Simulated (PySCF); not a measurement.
A PySCF script (with the pyscf-properties extension) for the NMR shieldings of `InChI=1S/C7H16P2/c1-5-9(4)7-6-8(2)3/h6-7H,5H2,1-4H3/b7-6-`, on a GFN2-xTB geometry:

```python
import basis_set_exchange as bse
import numpy as np
from pyscf import gto, dft
from pyscf.prop import nmr

atoms = """
C    -2.828161    1.538686    0.711499
C    -2.719000    0.025409    0.581496
P    -0.937011   -0.511751    0.688527
C    -1.179500   -2.307577    0.329864
C    -0.397741   -0.010148   -0.977198
C     0.915798    0.031551   -1.155191
P     1.909906   -0.403206    0.308463
C     3.573004   -0.480302   -0.504809
C     2.051674    1.294164    1.022905
H    -3.868616    1.858301    0.681126
H    -2.393934    1.868228    1.653625
H    -2.291032    2.031853   -0.097494
H    -3.154006   -0.315591   -0.363296
H    -3.259129   -0.459853    1.399284
H    -1.776920   -2.451119   -0.569852
H    -0.199578   -2.762592    0.198913
H    -1.676525   -2.771214    1.180452
H    -1.123787    0.247420   -1.740439
H     1.394667    0.263691   -2.099463
H     4.342346   -0.544518    0.262842
H     3.753650    0.397593   -1.124452
H     3.624367   -1.377606   -1.119604
H     1.084463    1.578689    1.431775
H     2.786241    1.272329    1.826203
H     2.357890    2.011706    0.262651
"""
names = dict.fromkeys(["C", "P", "H"], "pcSseg-1")
basis = {el: gto.basis.parse(bse.get_basis(n, elements=[el], fmt="nwchem")) for el, n in names.items()}
mol = gto.M(atom=atoms, basis=basis, charge=0, verbose=0)
mf = dft.RKS(mol, xc="PBE0")
mf.grids.level = 2
mf.grids.alignment = dft.numint.BLKSIZE   # the property module wants whole blocks of grid points
mf.conv_tol = 1e-9
mf.kernel()

calc = nmr.RKS(mf)   # GIAO
C = mf.mo_coeff
Co = C[:, mf.mo_occ > 0]
resp = mf.gen_response(singlet=True, hermi=2)
def vind(x):   # induced exchange potential for any number of trial vectors
    d = np.einsum("pi,xij,qj->xpq", C, 2 * x.reshape(-1, C.shape[1], Co.shape[1]), Co, optimize=True)
    return np.einsum("xpq,pi,qj->xij", resp(d - d.transpose(0, 2, 1)), C, Co, optimize=True).ravel()
mo1, _ = nmr.rhf.solve_mo1(calc, with_cphf=vind)
sigma = calc.kernel(mo1)
for i, s in enumerate(sigma):   # ppm
    print("%2d %-2s %9.2f" % (i, mol.atom_pure_symbol(i), np.trace(s) / 3))
```

**Question.** What does it print?

**Answer.** 
```
 0 C     173.29
 1 C     158.25
 2 P     385.55
 3 C     170.39
 4 C      28.15
 5 C      24.91
 6 P     401.59
 7 C     171.25
 8 C     167.94
 9 H      30.33
10 H      30.58
11 H      30.85
12 H      30.32
13 H      30.32
14 H      30.65
15 H      29.97
16 H      30.79
17 H      25.15
18 H      24.99
19 H      30.74
20 H      30.70
21 H      30.55
22 H      29.66
23 H      30.78
24 H      30.73
```

These numbers come from an equivalent density-fitted implementation of the same equations, which agrees with the script to about 0.01 ppm for H and up to a few tenths of a ppm for heavy atoms, so last digits may differ.

Size and cost of the density-fitted run: 247 basis functions, 62 s wall time on 1 thread of an Arm Neoverse V1, shared host; peak memory 1.2 GiB.
